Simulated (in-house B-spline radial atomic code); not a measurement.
Values are calculated unless marked as measured or tabulated.
**Stopping and range of 120 keV Xe in InAs**

The pair potential comes from two frozen, spherical free-atom densities (PBE, B-spline radial code, scalar-relativistic past argon): electrostatics plus the change in Thomas-Fermi kinetic and Dirac exchange energy where they overlap, the recipe behind the universal ZBL potential, which averages such potentials (from solid-state densities) over many pairs. It is written V = (Z1 Z2 e²/r) φ(r/a), with e² = 14.3996 eV·Å and a = 0.46850 Å/(Z1^0.23 + Z2^0.23); ZBL's fit is φ = 0.18175 e^(−3.1998x) + 0.50986 e^(−0.94229x) + 0.28022 e^(−0.4029x) + 0.02817 e^(−0.20162x). Where φ falls below 4e-4 it is continued as an exponential.

The target is taken as amorphous, with density 5.68 g/cm³ (NSM archive of the Ioffe Institute); channelling is ignored. Masses: Xe 131.29, In 114.82, As 74.92 u. Nuclear stopping is S_n = 4π a Z1 Z2 e² M1/(M1 + M2) × s_n(ε), with s_n integrated over impact parameters for each pair. Electronic stopping is Lindhard and Scharff's S_e = Z1^(1/6) 8π e² a0 Z1 Z2/(Z1^(2/3) + Z2^(2/3))^(3/2) × v/v0, with a0 = 0.529177 Å and v = v0 at 24.801 keV/u; it misses the oscillations with Z1 seen in experiment, which reach tens of per cent. Compounds add by atom fraction.

```tsv
target atom	a (Å)	ε at this energy	s_n, this pair	s_n, ZBL potential
In	0.09464	0.1391	0.3323	0.333
As	0.09888	0.168	0.3439	0.3401
```

**Question.** What are the atom density and the stopping powers at entry?

**Answer.** N = 5.68 × 0.602214/94.87 = 0.03606 atoms/Å³. For In: S_n = 24170 × 0.3323 = 8033 eV·Å², S_e = 3.7496 × √120000 = 1299 eV·Å². For As: S_n = 20300 × 0.3439 = 6981 eV·Å², S_e = 3.0182 × √120000 = 1046 eV·Å². Averaged over the target's atoms (half each) and times N × 10 Å/nm, the ion loses N S_n = 2710 eV/nm to recoils and N S_e = 423 eV/nm to electrons; the nuclear share is 86 %.

Along the track:

| E (keV) | N S_n (eV/nm) | N S_e (eV/nm) |
| --- | --- | --- |
| 6 | 1190 | 94.5 |
| 18 | 1780 | 164 |
| 36 | 2180 | 231 |
| 60 | 2440 | 299 |
| 90 | 2610 | 366 |
| 120 | 2710 | 423 |

**Question.** Estimate the path length and the projected range.

**Answer.** With continuous slowing down the path is the integral of dE/(N (S_n + S_e)). Trapezoids over the table give 45.8 nm, and the stretch below the first row, with stopping taken as √E, adds 2E/(N S) = 9.3 nm: 55.2 nm in all, against 54.1 nm on a fine grid from 5 eV. Deflections shorten the depth: to first order in the energy passed on, N (S_n + S_e) dR_p/dE = 1 − N S_n (M2/M1) R_p/(2E), summed over the target's atoms, and integrating this on the fine grid gives R_p = 35.6 nm, 0.66 of the path. Lindhard's rule of thumb R/(1 + M2/3M1), with mean M2/M1 = 0.72, gives 43.6 nm. On the ZBL potential the same equation gives 35.9 nm, and the full integral equation, which keeps hard collisions, 37.7 nm.
